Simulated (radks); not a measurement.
The ytterbium ion Yb2+ inside a hard spherical wall (all orbitals vanish at R), configuration held at [Xe] 4f14 and not refilled when levels cross. Method: scalar-relativistic Kohn-Sham, PBE, spin-polarised, spherical densities, point nucleus; computed with a radial shooting solver on a logarithmic mesh with Libxc functionals. Eigenvalues in eV for spin up, with the zero of energy where the potential of the charges vanishes at infinity; a dash marks a level that is unbound or too diffuse for the functional's potential to be trusted. A positive occupied level is held by the wall or, in an anion where self-interaction has pushed it up, behind a barrier. The pressure on the wall is -dE/dV.

R (bohr)  E (hartree)  kinetic (hartree)    e(4d)    e(5s)    e(5p)    e(4f)  e(6s, empty)  e(5d, empty)  pressure (GPa)
free      -14059.1147          15323.400  -192.52  -69.724  -42.153  -17.634       -15.254       -13.380               0
20        -14059.1147          15323.400  -192.52  -69.724  -42.153  -17.634       -15.254       -13.380        < 0.0001
15        -14059.1147          15323.400  -192.52  -69.724  -42.153  -17.634       -15.254       -13.380        < 0.0001
12        -14059.1147          15323.400  -192.52  -69.724  -42.153  -17.634       -15.254       -13.379        < 0.0001
8         -14059.1147          15323.400  -192.52  -69.723  -42.152  -17.633       -15.231       -13.371        0.000489
7         -14059.1147          15323.401  -192.52  -69.720  -42.149  -17.629       -15.147       -13.342         0.00465
4         -14059.0840          15323.660  -191.55  -69.015  -41.480  -16.715        -8.490       -10.967            11.0
3         -14058.7220          15326.117  -186.73  -65.431  -37.563  -12.121        12.830        -2.959             270
2.5       -14057.6009          15332.382  -178.10  -58.655  -29.483   -3.855        46.617        10.238            1560
2         -14052.8647          15354.236  -156.38  -38.547   -4.797   17.413        133.36        45.616           10700
1.5       -14029.5967          15443.629  -99.469   37.087   85.843   76.879        394.74        160.29          102000
